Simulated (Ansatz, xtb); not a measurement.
Breaking the B1–H2 bond in BH5OSi (SMILES BO[SiH3]) (multiplicity 1 held, fragments rigid). Energies count from the point at 1.194 Å.
Geometry at that point (charge 0, multiplicity 1):
```xyz
8

B     -0.3553     0.1677     1.7461
H     -1.1220     0.7228     2.4744
H      0.5157    -0.5422     2.1656
O     -0.4893     0.3573     0.4177
Si     0.3307    -0.2012    -0.9148
H      0.8626     0.9682    -1.6432
H     -0.6298    -0.9343    -1.7642
H      1.4354    -1.0943    -0.4978
```

Unrestricted levels (U-) break spin symmetry where that is lower. Active spaces are followed from a long bond inwards. Levels need not reach the same state.

Correlated levels freeze the cores.

The values were computed with Ansatz (an electronic-structure program) with Gaussian orbitals; xtb for the GFN methods. Values without a source in brackets are computed. The GFN methods have no spin term and hold the electronic entropy of 300 K.

```tsv
level	energy at R = 3.822 Å (kcal/mol)
GFN2-xTB	120.17
U-HF/cc-pV(D+d)Z	87.37
U-SCS-MP2/cc-pV(D+d)Z	105.36
U-CCSD/cc-pV(D+d)Z	105.60
CASSCF(2,2)/cc-pV(D+d)Z	…
SC-NEVPT2 on CASSCF(2,2)/cc-pV(D+d)Z	101.93
FIC-NEVPT4(SD) on CASSCF(2,2)/cc-pV(D+d)Z	104.83
FIC-MRCISD on CASSCF(2,2)/cc-pV(D+d)Z	103.80
FIC-MRCISD+Q on CASSCF(2,2)/cc-pV(D+d)Z	105.11
```

### Question
Complete the blanks.

### Answer

- CASSCF(2,2)/cc-pV(D+d)Z, energy at R = 3.822 Å (kcal/mol): 95.87

Doubts at one or more of the structures used: a spin-contaminated determinant (U-HF/cc-pV(D+d)Z, U-SCS-MP2/cc-pV(D+d)Z, U-CCSD/cc-pV(D+d)Z).
